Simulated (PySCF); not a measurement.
C₄H₁₀Si₂, SMILES [SiH2]1CC=C[Si@@H]1C.

Geometry: PBE0-D3(BJ)/def2-SVP. The structure was generated by enumeration; whether it is a known compound was not checked. One conformer was computed; it need not be the lowest.

The numbers are results of TDA-M06-2X/def2-SVPD run with PySCF 2.14.0, not measurements.

Vertical excitations. The molecule is in vacuum.

### Question
Estimate the UV-visible absorptions. (The exact figures need the calculation; the answer reports its results.)

### Answer

| state | energy (eV) | λ (nm) | f | main pairs |
|---|---|---|---|---|
| S1 | 5.90 | 210 | 0.004 | HOMO→LUMO 84 % |
| S2 | 6.59 | 188 | 0.034 | HOMO→LUMO+1 71 % |
| S3 | 6.74 | 184 | 0.077 | HOMO→LUMO+2 36 %, HOMO−1→LUMO 27 %, HOMO→LUMO+3 10 %, HOMO→LUMO+4 8 % |
| S4 | 6.77 | 183 | 0.093 | HOMO−1→LUMO 46 %, HOMO→LUMO+4 21 %, HOMO→LUMO+2 7 % |
| S5 | 6.87 | 180 | 0.008 | HOMO−1→LUMO+1 89 % |
| S6 | 7.07 | 175 | 0.020 | HOMO−2→LUMO 38 %, HOMO→LUMO+3 21 %, HOMO→LUMO+4 11 %, HOMO→LUMO 8 % |
| T1 | 4.52 | 274 | 0 | HOMO−1→LUMO 68 %, HOMO−1→LUMO+2 19 % |
| T2 | 5.65 | 219 | 0 | HOMO→LUMO 81 % |
Triplets are in the Tamm–Dancoff approximation.
